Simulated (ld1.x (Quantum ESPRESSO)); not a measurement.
# An odd input for ld1.x (Quantum ESPRESSO) 7.5 (As (Z = 33))

Command:

```bash
ld1.x < As.in > As.out
```

Input:

```
&input
   title='As', zed=33., rel=0, dft='BLYP', iswitch=3,
   config='[Ar] 3d10 4s2 4p3 4d-2',
   nld=3, rlderiv=1.75, eminld=-3.0, emaxld=5.0, deld=0.02
 /
 &inputp
   pseudotype=2, zval=30.0, tm=.true., lloc=-1, rcloc=1.45,
   nlcc=.false.,
   file_pseudopw='As.UPF', file_wfcaegen='ae.wfc', file_wfcncgen='nc.wfc', file_beta='beta', file_chi='chi'
 /
3
4S  1  0   2.00   0.00  1.35  1.35  0.0
4P  2  1   3.00   0.00  1.50  1.50  0.0
4D  3  2  -2.00  -0.10  1.60  1.60  0.0
 &test
   configts(1)='4s2 4p3'
 /
```

Output:

```
Program LD1 v.7.5

 %%%%%%%%%%%%%%%%%%%%%%%%%%%%%%%%%%%%%%%%%%%%%%%%%%%%%%%%%%%%%%%%%%%%%%%%%%%%%%
     Error in routine ld1_readin (1):
     supplied ( 30.00) and calculated (  5.00) valence charge do not match
 %%%%%%%%%%%%%%%%%%%%%%%%%%%%%%%%%%%%%%%%%%%%%%%%%%%%%%%%%%%%%%%%%%%%%%%%%%%%%%

     stopping ...
```

Problem. This input was made by a single change from one that runs to its end. What was changed?

Solution. The change: valence charge typed as zval=30.0. The program refuses the input: "ld1_readin: supplied ( 30.00) and calculated (  5.00) valence charge do not match".
